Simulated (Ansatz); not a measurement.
Cl3GaH2O (`[OH2+][Ga-]([Cl])([Cl])[Cl]`). Total charge 0; spin multiplicity 1.

```xyz
7

O    -0.3257   -0.6902   -0.9800
Ga    0.0119    0.3602    0.7799
Cl   -1.5597   -0.2576    2.0771
Cl    1.9800   -0.4400    1.1200
Cl   -0.1233    2.3108   -0.1181
H     0.4548   -1.2253   -1.1767
H    -0.4381   -0.0579   -1.7022
```

What are the harmonic wavenumbers in cm⁻¹ at PBE0-D4/def2-TZVP (Ansatz, finite differences of forces, unscaled)? (Best estimate.)

Ansatz gave: 104, 105, 125, 134, 152, 177, 328, 371, 430, 443, 539, 664, 1617, 3766, 3863.

Is this a minimum?

Yes, all 15 modes are real.

Give the ideal-gas thermochemistry at 298.15 K and 1 bar (rigid rotor, harmonic oscillator; point group Cs, symmetry number 1).

Zero-point energy 76.7 kJ/mol; H(298) − E = 101.4 kJ/mol; entropy 391.4 J/(mol·K), of which translation 174.6, rotation 122.4, vibration 94.5; G(298) − E = -15.3 kJ/mol.

And at 400, 500, 600, 800 and 1000 K?


```tsv
T (K)	H − E (kJ/mol)	S (J/mol/K)	G − E (kJ/mol)
400	113.6	426.4	-57.0
500	126.1	454.3	-101.1
600	139.0	477.8	-147.7
800	165.5	516.0	-247.3
1000	192.9	546.5	-353.6
```

Rotational constants (cm⁻¹)?

0.05109, 0.05108, 0.03498.
